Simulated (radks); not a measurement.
Question: The selenium ion Se4+, 30 electrons, occupied as [Ar] 3d10 4s2. Calculated with a radial shooting solver on a logarithmic mesh with Libxc functionals: non-relativistic Kohn-Sham, PBE, spin-polarised, spherical densities, point nucleus. Some entries of the table are withheld. Estimate them.

orbital,occ.,eigenvalue (Ry),<1/r> (bohr^-1),r(max) (bohr)
1s,2,-907.9952,33.50,0.02971
2s,2,-118.5991,7.405,0.1681
2p,6,(1),7.382,0.1333
3s,2,-18.91818,2.428,0.5116
3p,6,-14.88876,(2),0.5042
3d,10,(3),2.049,0.4514
4s,2,(4),(5),1.443

Answer: 
(1) 2p eigenvalue (Ry): -106.8925
(2) 3p <1/r> (bohr^-1): 2.314
(3) 3d eigenvalue (Ry): -7.75275
(4) 4s eigenvalue (Ry): -4.46773
(5) 4s <1/r> (bohr^-1): 0.8215
